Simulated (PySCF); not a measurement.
## Radial density of Cu⁺ (copper, charge +1)

UHF, [Ar] 3d10, closed-shell 1S. All numbers are calculated (PySCF 2.14, scalar relativity by spin-free X2C-1e, in aug-cc-pVDZ-DK (7s6p4d2f, 59 functions)).

```csv
r (bohr),4πr²ρ (e/bohr)
0.000925,0.2728
0.00156,0.6810
0.00262,1.664
0.00440,3.920
0.00740,8.699
0.0125,17.35
0.0209,28.78
0.0352,35.36
0.0593,30.20
0.0997,30.27
0.168,40.23
0.282,23.59
0.474,20.09
0.798,18.89
1.34,5.279
2.26,0.7299
3.80,0.04236
6.39,1.802e-05
```

Densities and radii are taken from the X2C orbitals without a picture-change correction, which distorts them close to the nucleus.
